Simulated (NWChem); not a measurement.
The numbers come from NWChem runs, not from measurements. System: MgO, charge 0, spin multiplicity 1, at a geometry optimised with PBE0/def2-SVP. The structure started from a generated list of species. Level: HF/aug-cc-pVDZ.

NWChem printed:

```
             Northwest Computational Chemistry Package (NWChem) 7.3.0
             --------------------------------------------------------

                                NWChem Input Module
                                -------------------

 Scaling coordinates for geometry "geometry" by  1.889725989
 (inverse scale =  0.529177249)

 Turning off AUTOSYM since
 SYMMETRY directive was detected!

                             Geometry "geometry" -> ""
                             -------------------------

 Output coordinates in angstroms (scale by  1.889725989 to convert to a.u.)

  No.       Tag          Charge          X              Y              Z
 ---- ---------------- ---------- -------------- -------------- --------------
    1 Mg                  12.0000     0.00000000     0.00000000     0.69904500
    2 O                    8.0000     0.00000000     0.00000000    -1.04856800

 Effective nuclear repulsion energy (a.u.)      29.0688017908

            Nuclear Dipole moment (a.u.)
            ----------------------------
        X                 Y               Z
 ---------------- ---------------- ----------------
     0.0000000000     0.0000000000    -0.0000075589

      Symmetry information
      --------------------

 Group name             C2v
 Group number             16
 Group order               4
 No. of unique centers     2

      Symmetry unique atoms

     1    2


 Summary of "ao basis" -> "" (spherical)
 ------------------------------------------------------------------------------
       Tag                 Description            Shells   Functions and Types
 ---------------- ------------------------------  ------  ---------------------
 *                        aug-cc-pvdz                 on all atoms

  xc_inp: hfexch multiplicative factor not found.
                              NWChem Property Module
                              ----------------------

                                 NWChem DFT Module
                                 -----------------

 Summary of "ao basis" -> "ao basis" (spherical)
 ------------------------------------------------------------------------------
       Tag                 Description            Shells   Functions and Types
 ---------------- ------------------------------  ------  ---------------------
 Mg                       aug-cc-pvdz               11       27   5s4p2d
 O                        aug-cc-pvdz                9       23   4s3p2d
[...]
     0   0 0 0     -0.000000    -10.000000    -10.000000     20.000000

     1   1 0 0     -0.000000     -0.000000     -0.000000      0.000000
     1   0 1 0      0.000000      0.000000      0.000000      0.000000
     1   0 0 1      3.539411      1.769709      1.769709     -0.000008

     2   2 0 0    -10.571196     -5.285598     -5.285598      0.000000
     2   1 1 0     -0.000000     -0.000000     -0.000000      0.000000
     2   1 0 1     -0.000000     -0.000000     -0.000000      0.000000
     2   0 2 0    -10.571196     -5.285598     -5.285598      0.000000
     2   0 1 1      0.000000      0.000000      0.000000      0.000000
     2   0 0 2    -10.220794    -31.286166    -31.286166     52.351538

 *** CALLING NEW AORESP DRIVER FOR CLOSED AND OPEN SHELLS ***
 Entering AOResponse driver routine

--------------------------------------------------------------------------------

          ****************
          *** RESPONSE ***
          ****************

 Response module for NWChem and dynamic CPKS solver

          -----------------------------------------------
          Solving response equations for perturbing field
          -----------------------------------------------

 number of frequencies:     1
 frequency in a.u.:  0.4280000E-01
 Perturbing field: electric
 Using El. Dipole Length Gauge

 Setting up CPKS with frequency omega =      0.04280000 a.u.

                            NWChem Dynamic CPHF Module
                            --------------------------

    scftype = RHF
    nclosed =   10
      nopen =    0
  variables =      800
  num. vecs =        3
  tolerance =   1.0D-04
  max. iter =   50

 SCF residual:    1.0748728293509921E-005

Iterative solution of linear equations
  No. of variables      800
  No. of equations        3
  Maximum subspace       30
       Convergence  1.0D-04

 ga_lkain filestub:cphf_sol
 ga_lkain filesoln:./mol.cphf_sol

   iter   nsub   residual    time
   ----  ------  --------  ---------
     1      3    5.18D+00       7.5
     2      6    5.79D+00      12.9
     3      9    1.81D+00      18.3
     4     12    2.31D+01      23.7
     5     15    1.88D+00      29.1
     6     18    3.57D-01      34.5
     7     21    6.11D-02      39.9
     8     24    2.12D-02      45.3
     9     27    4.86D-03      50.8
    10     30    1.14D-03      56.2
    11     30    1.96D-04      61.6
    12     30    3.78D-05      67.0

 Electric Dipole Response Matrix (nonzero elements):

              1        2        3
    1   33.0386   0.0000   0.0000
    2    0.0000  33.0386   0.0000
    3    0.0000  -0.0000 126.3324

 ------------------------------------------
 average:        64.13652 + I       0.00000

 DFT Linear Response polarizability / au
 Frequency  =       0.0428000 / au
 Wavelength =    1064.5643224 / nm
              X              Y              Z
 -----------------------------------------------
 X      33.0385771      0.0000000      0.0000000
 Y       0.0000000     33.0385771      0.0000000
 Z       0.0000000     -0.0000000    126.3324065
 -----------------------------------------------
 Eigenvalues =      33.0385771     33.0385771    126.3324065
 Isotropic   =      64.1365203
 Anisotropic =      93.2938294
 -----------------------------------------------

 Magnetic Dipole Response Matrix (nonzero elements):
 Optical rotation tensor Beta

              1        2        3
    1    0.0000-110.7384  -0.0000
    2  110.7384   0.0000  -0.0000
    3   -0.0000   0.0000  -0.0000

 ------------------------------------------
 average:         0.00000 + I       0.00000

 Exiting AOResponse driver routine

          -------------
          Dipole Moment
          -------------

 Center of charge (in au) is the expansion point
         X =       0.0000000 Y =       0.0000000 Z =      -0.0000004

   Dipole moment        3.5394111246 A.U.
             DMX       -0.0000000000 DMXEFC        0.0000000000
             DMY        0.0000000000 DMYEFC        0.0000000000
             DMZ        3.5394111246 DMZEFC        0.0000000000
   -EFC- dipole         0.0000000000 A.U.
   Total dipole         3.5394111246 A.U.

   Dipole moment        8.9963537240 Debye(s)
             DMX       -0.0000000000 DMXEFC        0.0000000000
             DMY        0.0000000000 DMYEFC        0.0000000000
             DMZ        8.9963537240 DMZEFC        0.0000000000
   -EFC- dipole         0.0000000000 DEBYE(S)
   Total dipole         8.9963537240 DEBYE(S)

 1 a.u. = 2.541766 Debyes

 Task  times  cpu:       67.0s     wall:       67.0s

 Total times  cpu:       67.1s     wall:       67.1s
```

**Question.** Write an NWChem input that would produce this output.

**Answer.** Several could match; the one computed here: 
```
start mol
memory heap 200 mb stack 900 mb global 1100 mb
geometry units angstroms nocenter noautoz
  Mg     0.000000     0.000000     0.699045
  O      0.000000     0.000000    -1.048568
  symmetry group C2v
end
basis spherical
  * library aug-cc-pvdz
end
dft
  xc hfexch
  semidirect memsize 60000000 filesize 0
  iterations 100
end
property
  dipole
  response 1 0.0428
end
task dft property
```
